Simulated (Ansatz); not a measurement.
Computed with Ansatz on PBE0-D4/def2-TZVP structures; ΔE is electronic, products minus reactants. CCSD(T)/CBS is the MP2 limit (def2-TZVPP, def2-QZVPP) plus CCSD(T) − MP2 in def2-TZVPP, frozen cores. Functionals use def2-TZVPP. Each species was taken in one conformer, which may not be the lowest.

`CB(O)[SiH2][SiH3]` + `N=C(F)C=O` → `OB(F)[SiH2][SiH3]` + `CC(=N)C=O`  (formal exchange of groups at a B–C bond)

```json
{"species": "`CB(O)[SiH2][SiH3]`", "B2PLYP energy (Eh)": "-722.33629"}
{"species": "`N=C(F)C=O`", "B2PLYP energy (Eh)": "-307.12674"}
{"species": "`OB(F)[SiH2][SiH3]`", "B2PLYP energy (Eh)": "-782.34680"}
{"species": "`CC(=N)C=O`", "B2PLYP energy (Eh)": "-247.17791"}
```

(1) Work out ΔE.

Largest T1 diagnostic among the species: 0.015.

Results:

(1) ΔE = (-782.34680) + (-247.17791) − (-722.33629) − (-307.12674) = -0.06168 Eh = -1.68 eV. CCSD(T)/CBS gives -1.71 eV.

From PBE to PBE0 (25 % exact exchange), in def2-TZVPP and without D4, ΔE moves by −0.07 eV.
